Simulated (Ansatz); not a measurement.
`[SiH3][O][SnH2][Cl]` + `C[SeH]` → `C[Se][SnH2][Cl]` + `O[SiH3]`  (ligand exchange at the Sn–O bond)

Calculated with Ansatz (gas phase, PBE0-D4/def2-TZVP geometries, no zero-point term in ΔE). CBS: MP2 limit from def2 TZ/QZ plus the TZ coupled-cluster correction, frozen cores. Functionals use def2-TZVPP. B3LYP here is the variant with VWN-RPA as its local correlation; programs differ in this. def2 core potentials past Kr. For Se, Sn outer-core shells are correlated without core-valence functions, which leaves a few kJ/mol of doubt a bond. Scalar relativity is left out up to krypton. Each species was taken in one conformer, which may not be the lowest.

```json
{"level": "LDA (SPW92)", "ΔE (kJ/mol)": "-50.0", "difference from CCSD(T)/CBS": "-8.8"}
{"level": "BLYP-D4", "ΔE (kJ/mol)": "-40.0", "difference from CCSD(T)/CBS": "1.2"}
{"level": "PBE", "ΔE (kJ/mol)": "-47.5", "difference from CCSD(T)/CBS": "-6.3"}
{"level": "revPBE", "ΔE (kJ/mol)": "-46.5", "difference from CCSD(T)/CBS": "-5.3"}
{"level": "B3LYP", "ΔE (kJ/mol)": "-38.8", "difference from CCSD(T)/CBS": "2.4"}
{"level": "r2SCANh", "ΔE (kJ/mol)": "-42.6", "difference from CCSD(T)/CBS": "-1.4"}
{"level": "HF/def2-SVP", "ΔE (kJ/mol)": "-29.5", "difference from CCSD(T)/CBS": "11.7"}
{"level": "MP2/def2-SVP", "ΔE (kJ/mol)": "-31.2", "difference from CCSD(T)/CBS": "10.0"}
{"level": "HF/def2-TZVPP", "ΔE (kJ/mol)": "-29.6", "difference from CCSD(T)/CBS": "11.6"}
{"level": "SCS-MP2/def2-TZVPP", "ΔE (kJ/mol)": "-34.1", "difference from CCSD(T)/CBS": "7.1"}
{"level": "CCSD(T)/CBS", "ΔE (kJ/mol)": "-41.2", "difference from CCSD(T)/CBS": "0"}
```

Largest T1 diagnostic among the species: 0.013.

Leaving LDA and LC-ωPBE aside and taking each functional with its dispersion term where it has one, the values, not all of them listed here, spread over 19.3 kJ/mol, from HSE06-D4 to B97M-V. At CCSD(T), def2-SVP lies +12.5 kJ/mol from the extrapolated value and def2-TZVPP +6.5 kJ/mol. In def2-TZVPP, CCSD(T) changes the Hartree–Fock value by −5.2 kJ/mol (the triples alone add −1.1 kJ/mol) and MP2 by −11.9 kJ/mol.
